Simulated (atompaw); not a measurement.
# As: one change to a PAW (atompaw) potential, before and after

atompaw 4.2.0.5 input, output lines left out:

```
As 33
GGA-PBE scalarrelativistic loggrid 1500 logderivrange -3 5 201
4 4 3 0 0 0
4 0 1.75
4 1 3.25
0 0 0
c
c
c
v
c
c
v
c
1
2.10 2.00 1.95 1.35
y
2.85
n
y
3.4
n
bloechl besselshape
bessel
```

All-electron outer shells of the reference configuration (PBE, scalar-relativistic, ld1.x):

```json
{"shell": "3p", "level (eV)": "-134.11", "outermost node (bohr)": "0.22", "outermost maximum (bohr)": "0.52"}
{"shell": "3d", "level (eV)": "-41.07", "outermost node (bohr)": "–", "outermost maximum (bohr)": "0.47"}
{"shell": "4s", "level (eV)": "-14.72", "outermost node (bohr)": "0.73", "outermost maximum (bohr)": "1.61"}
{"shell": "4p", "level (eV)": "-5.36", "outermost node (bohr)": "0.78", "outermost maximum (bohr)": "1.97"}
```

Change: waves 4s (bound): rc 1.30 bohr; 4s channel at 2.85 Ry: rc 2.10 bohr; 4p (bound): rc 2.10 bohr; 4p channel at 3.4 Ry: rc 2.10 bohr; augmentation besselshape compensation charge, radius 2.00 bohr; PAW radius 2.10 bohr; waves and projectors: custom rrkj vanderbiltortho.

Cutoffs: the cutoffs (Ry, on a coarse ladder) from which the occupation-weighted sum of valence levels, in a spherical-Bessel basis at the reference potential, stays within 10 and 1 mRy of its value at 400 Ry; they do not see the model core or the augmentation charge, which bear on the density cutoff.

Problem. What does the change do?

Solution. The potential gets harder (10 Ry and 15 Ry → 21 Ry and 40 Ry); neither file shows a bound ghost.

```csv
quantity,base,changed
"cutoff, loose",10 Ry,21 Ry
"cutoff, tight",15 Ry,40 Ry
loose cutoff by channel (10 mRy a level),"s 6 Ry, p 6 Ry","s 18 Ry, p 8 Ry"
bound ghosts,none,none
s: phases at 2.10 bohr within 0.05 rad from the reference energy up to (Ry; the scan ends near 5),to the end of the scan,to the end of the scan
p: phases at 2.10 bohr within 0.05 rad from the reference energy up to (Ry; the scan ends near 5),to the end of the scan,to the end of the scan
lowest overlap eigenvalue by channel,"s 0.41, p 0.63","s 0.08, p 0.64"
```

 The cutoffs see the waves, projectors and local potential, not the compensation charge or the core.
